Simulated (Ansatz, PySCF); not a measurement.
GeF₃I, SMILES [Ge]([I])([F])([F])[F]. Atoms are numbered in the order given.

```xyz
5

F      1.3765    -0.7947     1.6775
Ge     0.0000     0.0000     1.0234
F     -1.3765    -0.7947     1.6775
F      0.0000     1.5895     1.6775
I      0.0000     0.0000    -1.4476
```

The structure is a stationary point at B3LYP-D3(BJ)/def2-SVP. The def2 effective core potentials stand for the cores of I; spin–orbit coupling is left out.

Two levels are set side by side: PBE-D3(BJ)/def2-SVP (Ansatz, a program for electronic structure) and B3LYP-D3(BJ)/def2-SVP (Ansatz). Each level has its own optimised geometry; the coordinates shown are those of the second. Frequencies come from the Hessian of PySCF at each geometry. Differences are taken from unrounded values.

```tsv
quantity	B3LYP-D3(BJ)
mean bond length (Å)	1.907
bond F1–Ge2 (Å)	1.719
bond Ge2–F3 (Å)	1.719
bond Ge2–F4 (Å)	1.719
bond Ge2–I5 (Å)	2.471
highest harmonic wavenumber (cm⁻¹)	764
mean harmonic wavenumber (cm⁻¹)	389
zero-point energy (kcal/mol)	5.00
```

What does PBE-D3(BJ) give, and how far is it from B3LYP-D3(BJ)? (An estimate is asked for; the answer gives what the named calculation found.)


| quantity | PBE-D3(BJ) | PBE-D3(BJ) minus B3LYP-D3(BJ) |
|---|---|---|
| mean bond length (Å) | 1.918 | 0.012 |
| bond F1–Ge2 (Å) | 1.733 | 0.014 |
| bond Ge2–F3 (Å) | 1.733 | 0.014 |
| bond Ge2–F4 (Å) | 1.733 | 0.014 |
| bond Ge2–I5 (Å) | 2.475 | 0.004 |
| highest harmonic wavenumber (cm⁻¹) | 738 | -26 |
| mean harmonic wavenumber (cm⁻¹) | 375 | -14 |
| zero-point energy (kcal/mol) | 4.82 | -0.18 |

GGA bonds tend to be longer and softer than those of functionals with exact exchange. Differences between two approximate levels are no errors against the true value.
